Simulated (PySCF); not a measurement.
4-ethynylbenzonitrile, C9H5N.
SMILES: `C#Cc1ccc(C#N)cc1`

The calculation used TDDFT PBE0/def2-SVPD, vertical, gas phase, core orbitals frozen in the response (PySCF 2.14.0, density-fitted response routines). Isolated species at its GFN2-xTB geometry, gas phase.

Computed states:

```tsv
state	E (eV)	f
S1	4.84	0.558
S2	4.91	0.0039
S3	5.06	0.0000
S4	6.03	0.195
S5	6.18	0.0000
S6	6.22	0.0093
```

Broadening: Gaussians 0.3 eV wide at half height, area fixed by f = 4.319×10⁻⁹ ∫ε dν̃. The width is an assumption, not a result. The curve ends short of the highest state used, and states not computed would add to its high-energy end.

Question: Give the broadened spectrum and its maxima.

Answer: 
E (eV), ε (L mol⁻¹ cm⁻¹) and a bar:
```
     4.39         96 
     4.42        215 
     4.45        455 
     4.48        911 #
     4.51       1726 #
     4.53       2564 ##
     4.56       4430 ###
     4.59       7242 ####
     4.62      11202 #######
     4.65      16392 ##########
     4.68      22694 ##############
     4.71      29725 ##################
     4.73      34507 #####################
     4.76      41214 #########################
     4.79      46571 ############################
     4.82      49791 ##############################
     4.85      50367 ##############################
     4.88      48206 #############################
     4.91      43655 ##########################
     4.93      39625 ########################
     4.96      32725 ###################
     4.99      25572 ###############
     5.02      18909 ###########
     5.05      13231 ########
     5.08       8761 #####
     5.11       5489 ###
     5.14       3255 ##
     5.16       2228 #
     5.19       1206 #
     5.22        617 
     5.25        299 
     5.28        137 
     5.31         60 
     5.34         25 
     5.36         13 
     5.39          5 
     5.42          2 
     5.45          1 
     5.48          2 
     5.51          4 
     5.54         11 
     5.57         26 
     5.59         45 
     5.62         99
```

Maxima: 256 nm (4.84 eV), ε about 50000, made up of S1 (99%) (ε in L mol⁻¹ cm⁻¹; maxima over ε = 5, shares over 10%). At its high-energy end, 5.62 eV, the curve is still rising (ε about 99, from S4).

Question: On this curve, what absorbance would a 10⁻³ mol/L sample give at 248 nm over a 1 cm path?

Answer: 248 nm is 4.999 eV, where ε is about 23000 L mol⁻¹ cm⁻¹, so A = ε c l ≈ 23 (Beer–Lambert, with the gas-phase spectrum and the assumed width).

Question: What would ε be at 4.84 eV, the highest of these maxima, with half the width (0.15 eV)?

Answer: About 101000 L mol⁻¹ cm⁻¹ against 50500, a factor of about 2.00; a lone state at its own centre would give exactly 2.
